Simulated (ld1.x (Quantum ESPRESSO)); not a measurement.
**What one change does to a pseudopotential (Tm, TM)**

thulium (Tm), norm-conserving Troullier–Martins (Kleinman–Bylander form), made with ld1.x (Quantum ESPRESSO) 7.5 (PBEsol, scalar-relativistic). Core [Xe], reference 4f13 5d0 6s2 6p0. Waves: 6p (bound, empty): rc 3.15 bohr; 5d (bound, empty): rc 2.05 bohr; 4f (bound): rc 1.15 bohr; 6s (bound): rc 2.45 bohr. Local part: the s channel. Core correction: Bessel-smoothed model core, default radius (core density twice the valence density).

Change: all radii but the core radius scaled by about 1.40 (s 3.44, p 4.42, d 2.88, f 1.62 bohr).

Cutoffs: the cutoffs (Ry, on a coarse ladder) from which the occupation-weighted sum of valence levels, in a spherical-Bessel basis at the reference potential, stays within 10 and 1 mRy of its value at 400 Ry; they do not see the model core or the augmentation charge, which bear on the density cutoff. Errors are all-electron minus pseudo energies relative to the spin-unpolarised reference configuration.

Question: Predict the effect on cutoff, ghosts and configuration errors.

Answer: Of the 6 tests that both files solve, the error grows in 3 and shrinks in 1 by more than 15 % and 0.3 meV (median size 14.1 → 25.0 meV); neither file shows a bound ghost at the reference potential, the only one tested.

| quantity | base | changed |
| --- | --- | --- |
| cutoff, loose | 300 Ry | 180 Ry |
| cutoff, tight | over 300 Ry | 300 Ry |
| loose cutoff by channel (10 mRy a level) | f 260 Ry, s 8 Ry | f 160 Ry, s 6 Ry |
| bound ghosts | none | none |
| tests counted (converged, no solver errors) | 6 of 7 | 6 of 7 |
| error for 4f13 5d0 6s1 6p0, meV [ΔE 6.47 eV] | -5.2 | -7.3 |
| error for 4f13 5d0 6s0 6p0, meV [ΔE 18.45 eV] | -68 | -74 |
| error for 4f12 5d0 6s0 6p0, meV [ΔE 44.91 eV] | -2676 | -2116 |
| error for 4f13 5d0 6s1 6p1, meV [ΔE 2.88 eV] | -5.3 | -9.2 |
| error for 4f13 5d0.5 6s1.5 6p0, meV [ΔE 1.55 eV] | -3.9 | -3.9 |
| error for 4f13 5d0 6s0 6p2, meV [ΔE 5.92 eV] | -23 | -41 |

Base: Tests not counted: 4f14 5d0 6s0 6p0 (solver errors, printed error -2791 eV). These tests converged, but a pseudo level misses the all-electron one widely, so the file describes the atom poorly there or has found another state: 4f12 5d0 6s0 6p0: 4f by 5.4 eV (a node warning on the way). Changed file: Tests not counted: 4f14 5d0 6s0 6p0 (solver errors, printed error -1.0 eV). These tests converged, but a pseudo level misses the all-electron one widely, so the file describes the atom poorly there or has found another state: 4f12 5d0 6s0 6p0: 4f by 4.2 eV.
